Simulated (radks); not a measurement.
The numbers below are computed, except where a source is named.
Neutral phosphorus, configuration [Ne] 3s2 3p3. Code: a radial shooting solver on a logarithmic mesh with Libxc functionals. Model: non-relativistic Kohn-Sham, PW91, spin-polarised, spherical densities, point nucleus; open shells are filled with parallel spins first. Some entries of the table are withheld. Estimate them.

| orbital | occ. | eigenvalue (eV) | <1/r> (bohr^-1) |
|---|---|---|---|
| 1s up | 1 | -2078.290 | 14.56 |
| 1s down | 1 | -2077.986 | 14.56 |
| 2s up | 1 | -172.7907 | (1) |
| 2s down | 1 | -172.4706 | (2) |
| 2p up | 3 | -124.4019 | 2.706 |
| 2p down | 3 | -123.9720 | 2.706 |
| 3s up | 1 | -14.7722 | 0.7196 |
| 3s down | 1 | -12.0575 | 0.7210 |
| 3p up | 3 | -6.3311 | 0.5819 |
| 3p down | 0 | -3.8085 | 0.5570 |

Answer. 
(1) 2s up <1/r> (bohr^-1): 2.806
(2) 2s down <1/r> (bohr^-1): 2.805
